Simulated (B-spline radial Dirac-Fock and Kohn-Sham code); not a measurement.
**What relativity does to the binding energies of Tb²⁺**

System: Tb²⁺ in the configuration [Xe] 4f9.

Both columns are ΔSCF binding energies of the configuration average from a radial finite-basis atomic code: non-relativistic Hartree-Fock with a point nucleus, and Dirac-Fock with a finite nucleus and the Coulomb interaction alone, averaged over the two j levels with weights 2j+1.

```
shell  Hartree-Fock (eV)  Dirac-Fock (eV)  shift (eV)  shift (%)
   1s            49039.4          52238.6    +3199.13      +6.52
   2s             7930.0           8757.2     +827.13     +10.43
   2p             7532.5           7797.9     +265.37      +3.52
   3s             1792.5           1989.1     +196.60     +10.97
   3p             1614.3           1685.0      +70.74      +4.38
   3d             1285.6           1272.5      -13.09      -1.02
   4s              376.9            423.4      +46.54     +12.35
   4p              305.3            321.0      +15.69      +5.14
   4d              177.1            174.2       -2.90      -1.64
   4f              24.75            20.47       -4.28     -17.29
   5s              63.49            70.29       +6.79     +10.70
   5p              42.16            43.59       +1.44      +3.41
```

Relativity binds 1s, 2s, 2p, 3s, 3p, 4s, 4p, 5s, 5p more strongly, among those listed most of all 4s in relative terms, and 3d, 4d, 4f more weakly, because the contracted s and p shells screen the nucleus better.

Values without a named source are computed, but for edge energies of neutral atoms, which are taken from tables.
